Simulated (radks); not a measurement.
The numbers below are computed, except where a source is named.
Valence configurations of Ce III (all share [Xe]). Level of theory: scalar-relativistic Kohn-Sham, SCAN, spin-polarised, spherical densities, finite nucleus; open shells are filled with parallel spins first (spin-orbit coupling, left out, can overturn this in heavy ions); meta-GGA in the generalised Kohn-Sham scheme; Fermi nuclear charge, rms radius 4.8771 fm (a radial shooting solver on a logarithmic mesh with Libxc functionals). Energies are relative to 4f2; eigenvalues in eV for spin up.

valence          E (eV)  moment (Bohr magnetons)    e(4f)    e(5d)    e(6p)
4f2               0.000                        2  -12.958        -        -
4f1.5 5d0.5       0.305                        2  -15.395  -14.067        -
5d2               6.496                        2        -  -16.798        -
4f1 5d0.5 6p0.5   4.013                        2  -19.850  -16.143  -10.935
4f1 5d1           1.418                        2  -18.053  -14.992        -

NIST lists [Xe] 4f2 as the ground configuration; this level of theory agrees among the configurations tried. The energies are those of spherical high-spin densities, not of single terms. No valid solution was reached for [Xe] 4f1 6s1; [Xe] 6s2; [Xe] 4f0.5 6s1.5.
